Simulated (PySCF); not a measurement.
Correlation energy of Mg⁺ (magnesium, charge +1)

[Ne] 3p1, 2P determinant (an excited configuration). All numbers are calculated (PySCF 2.14, the non-relativistic Hamiltonian (point nucleus), in def2-QZVPPD (9s5p5d2f, 63 functions)). Frozen: 1s2; 9 electrons correlated.

```tsv
level	correlation energy (mhartree)
CCSD	-197.05
(T)	-1.94
CCSD(T)	-198.99
```

Diagnostics: T1 = 0.0043, D1 = 0.0137, largest double amplitude 0.013.

Cost of the coupled-cluster step: roughly 8 core-seconds, for 9 correlated electrons.

This basis was not built for core-valence correlation, so the inner-shell part is incomplete.
